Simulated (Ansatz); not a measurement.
Born–Oppenheimer molecular dynamics of AlClH3NO (7 atoms, charge 0, multiplicity 1). It starts from a relaxed structure.

Theory: Ansatz 0.2.0, RKS PBE-D4/STO-3G.

```yaml
ensemble: NVT, Nosé–Hoover chain
time_step: 0.25 fs
steps_asked: 250
set_temperature: 300 K
thermostat: time constant 100 fs, chain length 3 (defaults)
temperature_schedule: 62 steps to 300 K, then 188 steps to 10 K
seed: 941038
```

First frame:

```xyz
7
Properties=species:S:1:pos:R:3
Al -0.065 0.010 0.013
O 0.061 -0.254 1.704
H -0.924 -0.410 1.984
Cl 1.705 0.369 -1.036
N -1.546 -0.001 -0.886
H -2.499 -0.159 -0.496
H -1.616 0.163 -1.912
```

Problem. What does the run give?

Solution. All steps were run.

```
steps done                                               : 250
time covered                                             : 62.5 fs
mean temperature over the second half                    : 128 K
spread of the potential energy over the second half      : 3.5 meV per atom
mean potential energy of the second half above the start : 16.9 meV per atom
```

The conserved energy stayed within 0.037 meV per atom of its start (net change 0.019 meV per atom), so the integration is sound. The schedule's set-point averaged 106 K over the second half and the system 128 K, so it lags behind the ramp. A run of 0.062 ps of so small a system gives no equilibrium averages. Limits of this set-up: minimal basis.

Problem. What happens to the structure?

Solution. The same pairs are bonded in the first frame and the last. Pairs count as bonded within 1.25 times the sum of covalent radii (0.12 Å more for H–H). The details hang on the random start.

Problem. How do temperature and energy run in time?

Solution. 
```json
{"time (fs)": "0", "T (K)": "300", "potential energy less start (eV)": "0.000", "conserved less start (meV/atom)": "0.00"}
{"time (fs)": "3", "T (K)": "218", "potential energy less start (eV)": "0.053", "conserved less start (meV/atom)": "0.03"}
{"time (fs)": "6", "T (K)": "143", "potential energy less start (eV)": "0.102", "conserved less start (meV/atom)": "0.03"}
{"time (fs)": "9", "T (K)": "133", "potential energy less start (eV)": "0.108", "conserved less start (meV/atom)": "0.01"}
{"time (fs)": "12", "T (K)": "138", "potential energy less start (eV)": "0.105", "conserved less start (meV/atom)": "0.03"}
{"time (fs)": "15", "T (K)": "209", "potential energy less start (eV)": "0.060", "conserved less start (meV/atom)": "0.02"}
{"time (fs)": "18", "T (K)": "249", "potential energy less start (eV)": "0.034", "conserved less start (meV/atom)": "0.00"}
{"time (fs)": "21", "T (K)": "149", "potential energy less start (eV)": "0.100", "conserved less start (meV/atom)": "0.02"}
{"time (fs)": "24", "T (K)": "75", "potential energy less start (eV)": "0.148", "conserved less start (meV/atom)": "0.03"}
{"time (fs)": "27", "T (K)": "92", "potential energy less start (eV)": "0.137", "conserved less start (meV/atom)": "0.01"}
{"time (fs)": "30", "T (K)": "138", "potential energy less start (eV)": "0.108", "conserved less start (meV/atom)": "0.02"}
{"time (fs)": "33", "T (K)": "176", "potential energy less start (eV)": "0.084", "conserved less start (meV/atom)": "0.02"}
{"time (fs)": "36", "T (K)": "155", "potential energy less start (eV)": "0.099", "conserved less start (meV/atom)": "0.02"}
{"time (fs)": "39", "T (K)": "92", "potential energy less start (eV)": "0.140", "conserved less start (meV/atom)": "0.02"}
{"time (fs)": "42", "T (K)": "63", "potential energy less start (eV)": "0.160", "conserved less start (meV/atom)": "0.02"}
{"time (fs)": "45", "T (K)": "101", "potential energy less start (eV)": "0.136", "conserved less start (meV/atom)": "0.02"}
{"time (fs)": "48", "T (K)": "162", "potential energy less start (eV)": "0.097", "conserved less start (meV/atom)": "0.01"}
{"time (fs)": "51", "T (K)": "172", "potential energy less start (eV)": "0.092", "conserved less start (meV/atom)": "0.02"}
{"time (fs)": "54", "T (K)": "125", "potential energy less start (eV)": "0.123", "conserved less start (meV/atom)": "0.02"}
{"time (fs)": "57", "T (K)": "103", "potential energy less start (eV)": "0.137", "conserved less start (meV/atom)": "0.02"}
{"time (fs)": "60", "T (K)": "112", "potential energy less start (eV)": "0.132", "conserved less start (meV/atom)": "0.03"}
```

Time of the run: 4.8 min on 1 thread of Arm Neoverse V1 (shared host), peak memory 0.084 GiB.
